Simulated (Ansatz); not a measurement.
A nudged elastic band was laid between two geometries of C$_{4}$H$_{13}$BSi (19 atoms, charge 0, multiplicity 1).

Level of theory: Ansatz, RKS PBE/STO-3G.

```
movable images  : 5
climbing image  : yes
spring          : 5.0 eV/Å²
optimiser       : quadratic models (default)
start path      : through a guess of the saddle point
force threshold : 0.05 eV/Å
iteration limit : 60
end points      : relaxed
```

Initial state:

```xyz
19
Properties=species:S:1:pos:R:3
B -2.282 0.209 1.014
Si -0.436 -0.146 0.441
C -0.172 -1.960 -0.018
C 0.830 0.345 1.754
C -0.151 0.925 -1.116
C 1.274 0.776 -1.726
H -2.543 1.068 1.783
H -3.196 -0.398 0.573
H -0.872 -2.278 -0.809
H 0.853 -2.136 -0.385
H -0.330 -2.621 0.851
H 1.862 0.184 1.398
H 0.730 1.409 2.027
H 0.703 -0.249 2.675
H -0.899 0.657 -1.887
H -0.322 1.990 -0.865
H 1.385 1.415 -2.624
H 1.473 -0.269 -2.029
H 2.054 1.075 -1.000
```

Final state:

```xyz
19
Properties=species:S:1:pos:R:3
B -2.104 0.120 0.525
Si -0.145 -0.051 0.524
C 0.252 -1.880 0.210
C 0.616 0.433 2.185
C 0.683 0.989 -0.836
C 0.209 0.650 -2.279
H -2.735 0.013 1.518
H -2.716 0.298 -0.470
H -0.154 -2.224 -0.755
H 1.344 -2.039 0.192
H -0.167 -2.524 1.002
H 1.706 0.263 2.188
H 0.446 1.499 2.412
H 0.183 -0.156 3.010
H 0.495 2.063 -0.642
H 1.780 0.851 -0.778
H 0.716 1.293 -3.024
H -0.882 0.801 -2.389
H 0.432 -0.403 -2.536
```

Task: What changes between the two ends?

Result: No bond is made or broken. The dihedral B1–Si2–C5–H15 goes from -58 to 64°.

Task: What energy profile does the band end with?

Result: The run converged. The highest image is number 3 of 0 to 6, 0.069 eV above the first end and 0.066 eV above the last; the last end lies 0.003 eV above the first. A vibrational analysis at the climbing image gives 2 clearly imaginary modes (70i, 65i cm⁻¹): a point of higher order, so a lower path passes nearby. Limits of this set-up: minimal basis.

```csv
image,path coordinate (Å),energy (eV),dihedral B1–Si2–C5–H15 (°)
0,0.00,0.000,-58
1,1.11,0.015,-38
2,2.22,0.049,-18
3,3.33,0.069,3
4,4.42,0.054,24
5,5.51,0.020,44
6,6.61,0.003,64
```

Task: What is the geometry of the highest image?

Result: 
```xyz
19
Properties=species:S:1:pos:R:3
B -2.268 0.038 0.790
Si -0.322 -0.035 0.512
C 0.157 -1.818 0.086
C 0.652 0.480 2.046
C 0.156 1.141 -0.924
C 0.843 0.453 -2.139
H -2.753 0.354 1.820
H -3.017 -0.239 -0.082
H -0.351 -2.167 -0.829
H 1.244 -1.907 -0.077
H -0.114 -2.507 0.904
H 1.739 0.408 1.875
H 0.428 1.521 2.332
H 0.408 -0.161 2.910
H -0.742 1.676 -1.288
H 0.837 1.917 -0.524
H 1.103 1.200 -2.914
H 0.179 -0.299 -2.604
H 1.777 -0.059 -1.838
```

The band took 6 iterations and roughly 90 core-seconds.

Run time: 86 s on 1 thread of Intel(R) Xeon(R) 6975P-C (Granite Rapids), with other jobs on the host, peak memory 0.23 GiB.
